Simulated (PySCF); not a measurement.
# Excitation energy of In by level of theory

In [Kr] 4d10 5s2 5p1 (2P) → In [Kr] 4d10 5s1 5p2, s spin flipped, as a difference of total energies. All numbers are calculated (PySCF 2.14, the spin-free X2C one-electron Hamiltonian (Gaussian nucleus), in aug-cc-pVQZ-DK3 (9s8p6d3f2g, 102 functions)). Correlated levels: valence: [Kr] 4d10 frozen. The calculations carry no spin-orbit coupling.

```csv
method,excitation energy (eV)
UHF,6.125
LDA,5.866
PBE,5.722
PBE0,5.868
r2SCAN,5.831
revPBE,5.680
CAM-B3LYP,6.139
PBEsol,5.753
MP2 (valence),5.829
SCS-MP2 (valence),5.818
```

Task: How much does correlation contribute at MP2 (valence)?

Result: 5.829 − (6.125) = -0.296 eV, measured against UHF.

The upper determinant mixes two multiplicities, so it lies between the two terms.

The upper state lies above the first ionisation limit, where it may autoionise and the basis confines it.
